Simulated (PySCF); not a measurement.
Two species compared at the same levels of theory.

First species: 2-penten-4-olide, C5H6O2.
SMILES: `C[C@H]1C=CC(=O)O1`

Second species: C5H15GeNSi.
Numbering: `[CH3:1][N:2]([CH3:3])[GeH2:4][SiH2:5][CH:6]1[CH2:7][CH2:8]1` (hydrogens: H9, H10, H11 on C1; H12, H13, H14 on C3; H15, H16 on Ge4; H17, H18 on Si5; H19 on C6; H20, H21 on C7; H22, H23 on C8)

Levels: PBE0/def2-SVPD for dipole moment, HOMO energy, LUMO energy, HOMO–LUMO gap, static isotropic polarisability and electronic spatial extent ⟨r²⟩ about the centre of nuclear charge; TDDFT PBE0/def2-SVPD for lowest singlet excitation; TDA PBE0/def2-SVPD for lowest triplet excitation (Tamm–Dancoff); ΔSCF PBE0/def2-SVPD for vertical ionisation energy; PBE0-D3(BJ)/def2-SVP for rotational constant A and rotational constant C. Geometries: PBE0-D3(BJ)/def2-SVP. All species are isolated and taken at one optimised geometry, non-relativistic unless stated. Electronic properties by PySCF.

Dipoles, sizes and rotational constants follow the conformer. The torsions of the flexible species, by atom-mapped SMILES:
- `[CH3:1][N:2]([CH3:3])[GeH2:4][SiH2:5][CH:6]1[CH2:7][CH2:8]1`: C1–N2–Ge4–Si5 -69°, N2–Ge4–Si5–C6 175°, Ge4–Si5–C6–C7 -151°

Values for the first species:

| Property | Result |
| --- | --- |
| Dipole moment | 5.20 D |
| HOMO energy | -8.07 eV |
| LUMO energy | -1.46 eV |
| HOMO–LUMO gap | 6.61 eV |
| Lowest singlet excitation | 4.86 eV |
| Lowest triplet excitation (Tamm–Dancoff) | 4.06 eV |
| Static isotropic polarisability | 63.9 au |
| Vertical ionisation energy | 10.33 eV |
| Electronic spatial extent ⟨r²⟩ about the centre of nuclear charge | 685 bohr² |
| Rotational constant A | 5.780 GHz |
| Rotational constant C | 1.821 GHz |

Question: Estimate the same properties for the second species, and the change in each.

Answer: 
```
                                                         property      first      second  second less first
                                                    dipole moment     5.20 D      0.93 D            -4.27 D
                                                      HOMO energy   -8.07 eV    -5.90 eV           +2.17 eV
                                                      LUMO energy   -1.46 eV     0.01 eV           +1.47 eV
                                                    HOMO–LUMO gap    6.61 eV     5.91 eV           -0.70 eV
                                        lowest singlet excitation    4.86 eV     4.69 eV           -0.17 eV
                         lowest triplet excitation (Tamm–Dancoff)    4.06 eV     4.35 eV           +0.29 eV
                                  static isotropic polarisability    63.9 au    131.3 au           +67.4 au
                                       vertical ionisation energy   10.33 eV     7.53 eV           -2.80 eV
electronic spatial extent ⟨r²⟩ about the centre of nuclear charge  685 bohr²  2372 bohr²        +1687 bohr²
                                            rotational constant A  5.780 GHz   2.777 GHz         -3.003 GHz
                                            rotational constant C  1.821 GHz   0.509 GHz         -1.312 GHz
```

On the first: In wavenumbers S1 is 39200 cm⁻¹ (1 eV = 8065.54 cm⁻¹). The polarisability is 9.48 Å³ as a volume (1 au = 0.148185 Å³), or 1.23 au for each of the 52 electrons.

On the second: The polarisability is 19.45 Å³ as a volume (1 au = 0.148185 Å³), or 1.34 au for each of the 98 electrons. No computed singlet falls in the visible range (750 to 380 nm, 1.65 to 3.26 eV); S1 lies 1.43 eV above its blue end. Relativistic effects, spin–orbit coupling among them, are left out although an element past zinc is present.
